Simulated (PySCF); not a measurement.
The vertical singlet excitations below were computed for one of the candidates. Method used: TDDFT CAM-B3LYP/def2-SVPD, vertical, gas phase, core orbitals frozen in the response (PySCF). Geometries: GFN2-xTB, one conformer each.

```csv
state,λ (nm),f
S1,188.3,0.0001
S2,182.8,0.027
S3,181.6,0.0014
S4,168.3,0.0036
S5,165.6,0.013
S6,164.2,0.013
S7,159.3,0.014
S8,157.0,0.019
```

**Question.** Which structure fits? All have the formula C5H9OP.
A. `CO/C=P/C1CC1`
B. `C=C(C)/P=C/OC`
C. `[P@@H](CC#C)(=O)CC`
D. `C1CP(C=C)(C1)=O`
E. `CC(=O)P=C(C)C`

**Answer.** C. Its S1, at 6.58 eV, is the highest among the candidates; the nearest of the others has S1 at 6.03 eV. S1 is HOMO-2→LUMO+2 (29%), HOMO→LUMO+3 (21%), HOMO-2→LUMO+1 (13%). Löwdin shares by element: HOMO oxygen 36%, carbon 31% or more, phosphorus 11% (atoms not listed hold the other 23%); LUMO carbon 56% or more (atoms not listed hold the other 44%). At the same level the other candidates give, for their lowest levels:
- `C=CP1(=O)CCC1`: 206 nm (f 0.001); 193 nm (f 0.082); 169 nm (f 0.025); 169 nm (f 0.409); 167 nm (f 0.063); T1 4.36 eV; HOMO -9.02, LUMO 0.34 eV
- `CO/C=P/C1CC1`: 252 nm (f 0.183); 243 nm (f 0.005); 214 nm (f 0.004); 193 nm (f 0.062); 186 nm (f 0.001); T1 2.65 eV; HOMO -7.42, LUMO 0.19 eV
- `CC(=O)P=C(C)C`: 398 nm (f 0.001); 270 nm (f 0.227); 258 nm (f 0.007); 231 nm (f 0.004); 202 nm (f 0.083); T1 2.42 eV; HOMO -7.94, LUMO -0.89 eV
- `C=C(C)/P=C/OC`: 271 nm (f 0.427); 252 nm (f 0.007); 221 nm (f 0.016); 206 nm (f 0.030); 201 nm (f 0.009); T1 2.32 eV; HOMO -7.21, LUMO -0.19 eV

Conformer computed: `[CH:1]#[C:2][CH2:3][P@H:4](=[O:5])[CH2:6][CH3:7]`: C2–C3–P4–O5 -177°, C3–P4–C6–C7 -174°.
Triplets come from the Tamm–Dancoff approximation.
